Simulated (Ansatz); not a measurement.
`O[Si](O)(O)C12CC3CC(CC(C3)C1)C2`. Charge 0, multiplicity 3. Geometry PBE-D4/def2-SVP, that of the neutral singlet.

```xyz
32

O    -0.122    1.436   -3.239
Si    0.418   -0.009   -2.568
O    -0.408   -1.289   -3.280
O     2.061   -0.181   -2.885
C     0.116   -0.003   -0.717
C     0.853    1.194   -0.060
C     0.604    1.198    1.461
C    -0.908    1.321    1.732
C    -1.648    0.127    1.098
C    -1.120   -1.187    1.706
C     0.392   -1.314    1.435
C     1.130   -0.118    2.069
C     0.640   -1.320   -0.087
C    -1.403    0.122   -0.424
H    -0.756    1.309   -3.965
H     0.167   -1.872   -3.804
H     2.426    0.544   -3.421
H     1.942    1.124   -0.271
H     0.497    2.148   -0.508
H     1.137    2.059    1.919
H    -1.099    1.352    2.827
H    -1.294    2.275    1.311
H    -2.739    0.217    1.294
H    -1.660   -2.054    1.266
H    -1.315   -1.208    2.801
H     0.772   -2.262    1.874
H     0.981   -0.117    3.171
H     2.224   -0.208    1.892
H     0.129   -2.189   -0.555
H     1.726   -1.432   -0.297
H    -1.949   -0.723   -0.897
H    -1.796    1.057   -0.879
```

At PBE0-D4/def2-SVP a singlet of charge 0 lies 7.03 eV below the triplet at the same geometry.

Q: Estimate the α-spin orbital energies around the gap (eV) in Ansatz with PBE-D4/def2-SVP, PBE0-D4/def2-SVP.

A: 
| orbital | PBE-D4/def2-SVP | PBE0-D4/def2-SVP |
| --- | --- | --- |
| HOMO−5 | -7.46 | -9.12 |
| HOMO−4 | -7.44 | -9.11 |
| HOMO−3 | -7.20 | -8.65 |
| HOMO−2 | -7.20 | -8.65 |
| HOMO−1 | -6.92 | -8.44 |
| HOMO | -0.29 | -0.38 |
| LUMO | 0.36 | 1.04 |
| LUMO+1 | 0.64 | 1.53 |
| LUMO+2 | 0.65 | 1.54 |
| LUMO+3 | 1.34 | 2.11 |
| LUMO+4 | 1.34 | 2.12 |
| LUMO+5 | 1.41 | 2.22 |
| β HOMO | -7.14 | -8.58 |
| β LUMO | -6.46 | -6.24 |
